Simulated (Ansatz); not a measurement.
Geometry optimisation, DFT PBEsol, scalar-relativistic, plane waves, PAW (Ansatz 0.2.0).

Input file:

```yaml
crystal:
  lattice:
    - [8.1, 0.0, 0.0]
    - [0.0, 8.1, 0.0]
    - [0.0, 0.0, 8.1]
  atoms:
    - { symbol: Al, position: [0.5, 0.0, 0.0] }
    - { symbol: Al, position: [0.75, 0.25, 0.0] }
    - { symbol: Al, position: [0.75, 0.0, 0.25] }
    - { symbol: Al, position: [0.0, 0.0, 0.0] }
    - { symbol: Al, position: [0.25, 0.25, 0.0] }
    - { symbol: Al, position: [0.5, 0.5, 0.0] }
    - { symbol: Al, position: [0.75, 0.75, 0.0] }
    - { symbol: Al, position: [0.25, 0.0, 0.25] }
    - { symbol: Al, position: [0.5, 0.25, 0.25] }
    - { symbol: Al, position: [0.75, 0.5, 0.25] }
    - { symbol: Al, position: [0.5, 0.0, 0.5] }
    - { symbol: Al, position: [0.75, 0.25, 0.5] }
    - { symbol: Al, position: [0.75, 0.0, 0.75] }
    - { symbol: Al, position: [0.0, 0.5, 0.0] }
    - { symbol: Al, position: [0.25, 0.75, 0.0] }
    - { symbol: Al, position: [0.0, 0.25, 0.25] }
    - { symbol: Al, position: [0.25, 0.5, 0.25] }
    - { symbol: Al, position: [0.5, 0.75, 0.25] }
    - { symbol: Al, position: [0.0, 0.0, 0.5] }
    - { symbol: Al, position: [0.25, 0.25, 0.5] }
    - { symbol: Al, position: [0.5, 0.5, 0.5] }
    - { symbol: Al, position: [0.75, 0.75, 0.5] }
    - { symbol: Al, position: [0.25, 0.0, 0.75] }
    - { symbol: Al, position: [0.5, 0.25, 0.75] }
    - { symbol: Al, position: [0.75, 0.5, 0.75] }
    - { symbol: Al, position: [0.0, 0.75, 0.25] }
    - { symbol: Al, position: [0.0, 0.5, 0.5] }
    - { symbol: Al, position: [0.25, 0.75, 0.5] }
    - { symbol: Al, position: [0.0, 0.25, 0.75] }
    - { symbol: Al, position: [0.25, 0.5, 0.75] }
    - { symbol: Al, position: [0.5, 0.75, 0.75] }
    - { symbol: Al, position: [0.0, 0.75, 0.75] }
    - { symbol: Cu, position: [0.25734779, 0.25703596, 0.24586477] }
basis:
  ecutwfc: 420.0
kpoints:
  mp_grid: { grid: [2, 2, 2] }
hamiltonian:
  xc: pbesol
  pseudopotentials: { kind: paw, azcp: { folder: soft_1 } }
scf:
  occupations: { method: gaussian, width: 0.15 }
  lower_state_search: "off"
relax:
  f_tol: 0.03
  max_steps: 60
  adjacent_minimum: "off"
output:
  write_density: true
  write_potential: true
  elf: true
  volumetric_format: npy
```

Run as:

```bash
$ ansatz run input.yaml --threads 2 --pin off --max-ram 5120MiB --backend cpu --events-out ev --progress --plain --runs-dir out
```

Problem. Where does it end, and by what steps?

Solution. The forces met the threshold. The force dipped under the threshold on the way, but the program's further checks kept it going. Limits of this set-up: coarse k mesh, PAW files made for another functional. After 4 steps the energy has fallen by 4.022 eV; Al9 moved furthest, 0.32 Å.

```json
{"step": "0", "energy less start (eV)": "0.0000", "largest force component (eV/Å)": "6.141", "accepted": "yes"}
{"step": "1", "energy less start (eV)": "-3.4602", "largest force component (eV/Å)": "1.526", "accepted": "yes"}
{"step": "2", "energy less start (eV)": "-3.9499", "largest force component (eV/Å)": "0.473", "accepted": "yes"}
{"step": "3", "energy less start (eV)": "-4.0215", "largest force component (eV/Å)": "0.023", "accepted": "yes"}
{"step": "4", "energy less start (eV)": "-4.0215", "largest force component (eV/Å)": "0.023", "accepted": "yes"}
```

```xyz
33
Lattice="8.1000 0.0000 0.0000 0.0000 8.1000 0.0000 0.0000 0.0000 8.1000" Properties=species:S:1:pos:R:3
Al 4.078 -0.024 -0.027
Al 6.078 2.027 -0.078
Al 6.079 -0.077 2.024
Al -0.027 -0.027 -0.030
Al 2.023 2.023 -0.320
Al 4.075 4.075 -0.024
Al 6.076 6.076 -0.028
Al 2.024 -0.309 2.026
Al 4.374 2.023 2.026
Al 6.078 4.129 2.024
Al 4.080 -0.026 4.076
Al 6.079 2.027 4.127
Al 6.077 -0.024 6.074
Al -0.024 4.078 -0.027
Al 2.027 6.078 -0.078
Al -0.309 2.024 2.026
Al 2.023 4.374 2.026
Al 4.129 6.078 2.024
Al -0.028 -0.028 4.079
Al 2.023 2.024 4.362
Al 4.077 4.077 4.074
Al 6.076 6.076 4.075
Al 2.027 -0.077 6.073
Al 4.129 2.027 6.073
Al 6.076 4.079 6.074
Al -0.077 6.078 2.024
Al -0.026 4.080 4.076
Al 2.027 6.078 4.127
Al -0.077 2.027 6.073
Al 2.027 4.128 6.073
Al 4.079 6.076 6.074
Al -0.024 6.076 6.074
Cu 2.033 2.033 2.020
```

Time of the run: 61 s on 2 threads of Arm Neoverse V2, with other jobs on the host, peak memory 1.1 GiB.
